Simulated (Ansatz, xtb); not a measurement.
Relative energy of two isomers of C2H7NOSi

Structure X: `C/C=N\[SiH2]O`, a singlet. Structure Y: `C/C=N/[SiH2]O`, a singlet. Both are isolated molecules in the gas phase, relaxed with B3LYP-D3(BJ)/def2-SVP; the shapes shown needn't be the lowest conformers.

X (Å):

```xyz
12

C    -2.5392   -1.2057    2.0165
C    -1.5593   -2.0364    1.2296
N    -0.6644   -1.6394    0.4297
O     0.0954   -0.2392   -1.8116
Si   -0.1460   -0.0895   -0.1717
H    -2.4800   -0.1382    1.7615
H    -2.3437   -1.3281    3.0964
H    -3.5673   -1.5668    1.8441
H    -1.6600   -3.1296    1.4057
H    -1.1055    1.0435   -0.0388
H     1.1100    0.2240    0.5693
H     0.5320   -1.0562   -2.0839
```

Y (Å):

```xyz
12

C     0.9136   -0.3245    0.8126
C    -0.2296   -1.1204    0.2562
N    -0.3177   -1.4659   -0.9607
O    -1.0061   -3.8041   -2.3204
Si   -1.6197   -2.4081   -1.6530
H     0.5423    0.6182    1.2512
H     1.6472   -0.1030    0.0254
H     1.4006   -0.8805    1.6326
H    -1.0091   -1.3887    1.0091
H    -2.2667   -1.5444   -2.6815
H    -2.6148   -2.8584   -0.6370
H    -0.2960   -3.6914   -2.9638
```

Q: Estimate which is lower in electronic energy at CCSD(T)/def2-SVP + ΔMP2/def2-TZVPP, and by roughly how much.

A: Too close to call at this level: CCSD(T)/def2-SVP + ΔMP2/def2-TZVPP gives E(Y) − E(X) = −0.080 eV.

The same difference at several levels:

```json
{"level": "GFN2-xTB", "geometry": "GFN2-xTB", "E(Y) − E(X) (eV)": "+0.071", "departure from the last row (eV)": "+0.151", "job, with rough time for the two": "optimisation, 0.15 s"}
{"level": "HF/STO-3G", "geometry": "GFN2-xTB", "E(Y) − E(X) (eV)": "−0.086", "departure from the last row (eV)": "−0.005", "job, with rough time for the two": "single point, 0.24 s"}
{"level": "r2SCAN-D4/def2-SVP", "geometry": "GFN2-xTB", "E(Y) − E(X) (eV)": "−0.004", "departure from the last row (eV)": "+0.077", "job, with rough time for the two": "single point, 3.2 s"}
{"level": "B3LYP-D3(BJ)/def2-SVP", "geometry": "B3LYP-D3(BJ)/def2-SVP", "E(Y) − E(X) (eV)": "−0.062", "departure from the last row (eV)": "+0.019", "job, with rough time for the two": "optimisation, 80 s"}
{"level": "HF/def2-SVP", "geometry": "B3LYP-D3(BJ)/def2-SVP", "E(Y) − E(X) (eV)": "−0.107", "departure from the last row (eV)": "−0.027", "job, with rough time for the two": "part of the CCSD(T) run"}
{"level": "MP2/def2-SVP", "geometry": "B3LYP-D3(BJ)/def2-SVP", "E(Y) − E(X) (eV)": "−0.120", "departure from the last row (eV)": "−0.040", "job, with rough time for the two": "part of the CCSD(T) run"}
{"level": "CCSD(T)/def2-SVP", "geometry": "B3LYP-D3(BJ)/def2-SVP", "E(Y) − E(X) (eV)": "−0.110", "departure from the last row (eV)": "−0.030", "job, with rough time for the two": "single point"}
{"level": "CCSD(T)/def2-SVP + ΔMP2/def2-TZVPP", "geometry": "B3LYP-D3(BJ)/def2-SVP", "E(Y) − E(X) (eV)": "−0.080", "departure from the last row (eV)": "", "job, with rough time for the two": "single point, 28 s"}
```

As drawn, both hold the same kinds of bond in the same numbers.

GFN2-xTB puts the two in the other order. r2SCAN-D4/def2-SVP finds them nearly level. The largest departure from CCSD(T)/def2-SVP + ΔMP2/def2-TZVPP is that of GFN2-xTB, 0.151 eV. The last row adds to CCSD(T) the change of the MP2 difference between the two basis sets, here +0.030 eV.

With harmonic frequencies from B3LYP-D3(BJ)/def2-SVP (ideal gas, rigid rotor, one conformer each, 298.15 K, 1 atm): the zero-point term adds −0.006 eV; ΔH is −0.084 and ΔG −0.081 eV.

The correlated steps freeze 9 core orbitals. Codes used: Ansatz 0.2.0, xtb 6.7.1; the last row on 2 threads of Arm Neoverse V2 on a shared host.
